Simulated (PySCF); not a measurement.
A calculated (LDA, PySCF 2.14, cc-pVDZ-X2C, scalar relativity by spin-free X2C-1e) atom or ion has these occupied shells.

```csv
shell,electrons,orbital energy (eV),"rms radius, mean of both spins (bohr)"
1s α,1,-59072.8,0.0227
1s β,1,-59072.7,0.0227
2s α,1,-9989.1,0.0918
2s β,1,-9989.0,0.0918
2p α,3,-8850.8,0.0829
2p β,3,-8850.7,0.0829
3s α,1,-2265.5,0.236
3s β,1,-2264.6,0.236
3p α,3,-1919.0,0.237
3p β,3,-1918.0,0.237
3d α,5,-1478.8,0.216
3d β,5,-1478.0,0.216
4s α,1,-465.75,0.529
4s β,1,-463.84,0.529
4p α,3,-351.04,0.563
4p β,3,-349.17,0.563
4d α,5,-195.93,0.615
4d β,5,-194.11,0.615
5s α,1,-74.979,1.29
5s β,1,-74.036,1.29
5p α,3,-47.729,1.52
5p β,3,-46.943,1.52
4f α,7,-27.261,0.857
4f β,5,-25.553,0.857
6s α,1,-17.402,3.42
```

Name the element and its charge.

Tm²⁺ (thulium, charge +2), in [Xe] 4f12 6s1, one real determinant (an excited configuration).
